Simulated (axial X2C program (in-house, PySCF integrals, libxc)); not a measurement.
Spin–orbit effects along a row: molecules with P (ions), PBE0

Calculated with an in-house all-electron X2C program for linear molecules (integrals from PySCF), spin-free (one-electron X2C) or two-component (2c: spin–orbit coupling with atomic mean-field Coulomb and Gaunt terms, which also bring small scalar terms), in Dyall basis sets with cores contracted in-house; open shells are unrestricted.

Basis sets: B dyall-av3z, Be dyall-av3z, C dyall-av3z, N dyall-av3z, O dyall-av3z, P dyall-av3z.

| molecule | spin-free state | Re (Å) | ωe (cm⁻¹) | De (eV) | 2c state | Re 2c (Å) | ωe 2c (cm⁻¹) | De 2c (eV) |
| --- | --- | --- | --- | --- | --- | --- | --- | --- |
| BeP⁻ | M_S = 1, Λ = 1 | 1.957 | 733.8 | 2.63 | Ω = 2 | 1.957 | 733.8 | 2.64 |
| BP⁻ | ? | ? | ? | ? | ? | ? | ? | ? |
| PC⁻ | M_S = 0, Λ = 0 | 1.598 | 1219.3 | 6.62 | Ω = 0 | 1.598 | 1219.2 | 6.62 |
| PN⁻ | M_S = 1/2, Λ = 1 | 1.539 | 1181.7 | 5.41 | Ω = 1/2 | 1.539 | 1181.0 | 5.42 |
| PO⁻ | M_S = 1, Λ = 0 | 1.543 | 1058.8 | 5.74 | Ω = 1 | 1.543 | 1058.8 | 5.75 |

(1) Estimate the 2c Re and ωe of BP⁻ as the mean of its neighbours in the table.

Fragments in 2c: P- + Be, P- + B, P + C-, P- + N, P + O-. Each entry is the lowest single determinant of a limited PBE0 search at one distance. De goes to single-determinant-based atoms at the same level (for ions the charge split of lowest energy) and is withheld (n/a) where an atom does not fit its ground term or J level. Main or longest-lived isotopes. One determinant is a doubtful description, or other states lie close, for BeP⁻, PN⁻, PO⁻; these need not be ground states, and all values refer to the states named. Some open-shell Ω = 0 determinants are out of reach, so the Ω given for BeP⁻, PO⁻ need not be the lowest component. With several unpaired electrons the Ω given is that of one determinant, not necessarily of the lowest component. Some light 2c atoms are not at their ground J level, so De misses part of their lowering (0.04 eV or less). The functionals have no current term, which raises determinants with orbital currents.

Results:

(1) Re ≈ 1.778 Å, ωe ≈ 976.5 cm⁻¹. The PBE0 runs give the row below, so the estimate misses by 0.081 Å and -73.2 cm⁻¹.

| molecule | spin-free state | Re (Å) | ωe (cm⁻¹) | De (eV) | 2c state | Re 2c (Å) | ωe 2c (cm⁻¹) | De 2c (eV) |
| --- | --- | --- | --- | --- | --- | --- | --- | --- |
| BP⁻ | M_S = 1/2, Λ = 0 | 1.696 | 1049.8 | 5.41 | Ω = 1/2 | 1.697 | 1049.7 | 5.41 |
